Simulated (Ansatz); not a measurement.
A structure relaxed at PBE0-D4/def2-TZVP, charge 0, multiplicity 1:

```csv
atom,x (Å),y (Å),z (Å)
C1,2.765,-0.362,-0.870
O2,1.487,0.195,-0.816
Al3,-0.005,0.095,-0.083
C4,-1.778,0.877,-0.015
C5,-1.946,-0.233,1.047
O6,-0.678,-0.928,1.120
H7,3.514,0.394,-0.614
H8,2.976,-0.718,-1.883
H9,2.880,-1.205,-0.180
H10,-1.881,1.889,0.376
H11,-2.425,0.764,-0.885
H12,-2.727,-0.947,0.771
H13,-2.182,0.179,2.033
```

Task: Give its formula and SMILES.

Result: C3H7AlO2, `C[O][Al]1[CH2]C[O]1`.

Task: Point group (tolerance 0.08 Å, 0.16 Å for H)?

Result: Cs.

Task: Summarise the bond lengths by kind.

Result: 2 × C–O 1.395 to 1.447 Å; 7 × C–H 1.090 to 1.095 Å; 2 × Al–O 1.664 to 1.717 Å; 1 × Al–C 1.939 Å; 1 × C–C 1.546 Å.

All numbers were calculated with Ansatz.
